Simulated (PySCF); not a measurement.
C3H8BFO.
SMILES: `CCB(F)OC`

The closed-shell SCF was solved with PySCF and density fitting under several settings on one GFN2-xTB geometry (grid level 2 and gas phase unless stated).

| settings | basis functions | SCF cycles | E (Eh) | HOMO (eV) | LUMO (eV) | dipole (D) |
| --- | --- | --- | --- | --- | --- | --- |
| wB97X-D/ANO-RCC-VDZP | 124 | 12 | -319.1710 | -10.74 | 1.96 | 1.18 |
| PBE0/pcseg-1 | 124 | 12 | -318.7420 | -8.87 | 1.14 | 1.29 |

Problem. Estimate the rows for these settings: (1) B97-D/pcSseg-1; (2) PBE/STO-3G; (3) OPBE/pcSseg-1, grid level 1, damping 0.2 at the start, DIIS from the seventh cycle.

Solution. 
| settings | basis functions | SCF cycles | E (Eh) | HOMO (eV) | LUMO (eV) | dipole (D) |
| --- | --- | --- | --- | --- | --- | --- |
| B97-D/pcSseg-1 | 142 | 15 | -318.9309 | -7.40 | 0.25 | 1.26 |
| PBE/STO-3G | 38 | 13 | -314.5684 | -3.67 | 3.74 | 1.47 |
| OPBE/pcSseg-1, grid level 1, damping 0.2 at the start, DIIS from the seventh cycle | 142 | 20 | -318.9669 | -7.35 | 0.25 | 1.22 |

Problem. Over all rows, what range does the HOMO–LUMO gap span?

Solution. From 7.41 eV (PBE/STO-3G) to 12.70 eV (wB97X-D/ANO-RCC-VDZP). The functional of the narrowest has no exact exchange, that of the widest range-separated exact exchange.

Whole jobs, the steps after the SCF included, on Arm Neoverse N1, one thread, on a shared host:

| settings | work after the SCF | wall time | peak memory |
| --- | --- | --- | --- |
| wB97X-D/ANO-RCC-VDZP | shieldings, charges and field gradients | 51 s | 0.69 GiB |
| PBE0/pcseg-1 | spin–spin couplings from 13 perturbed nuclei, spin–dipole term for 2 of them | 22 s | 0.58 GiB |
| B97-D/pcSseg-1 | shieldings, charges and field gradients | 30 s | 0.66 GiB |
| PBE/STO-3G | spin–spin couplings from 13 perturbed nuclei, spin–dipole term for 2 of them | 7.8 s | 0.38 GiB |
| OPBE/pcSseg-1, grid level 1, damping 0.2 at the start, DIIS from the seventh cycle | shieldings, charges and field gradients | 30 s | 0.64 GiB |

B97-D and wB97X-D ran without the empirical dispersion term, which would shift the total energy alone. Cycle counts include a coarse-grid stage where the run had one. ANO-RCC sets were contracted for a scalar-relativistic Hamiltonian, but ran non-relativistically here.

Conformer computed: `[CH3:1][CH2:2][B:3]([F:4])[O:5][CH3:6]`: C1–C2–B3–F4 170°, C2–B3–O5–C6 -179°.

One conformer stands for the species.
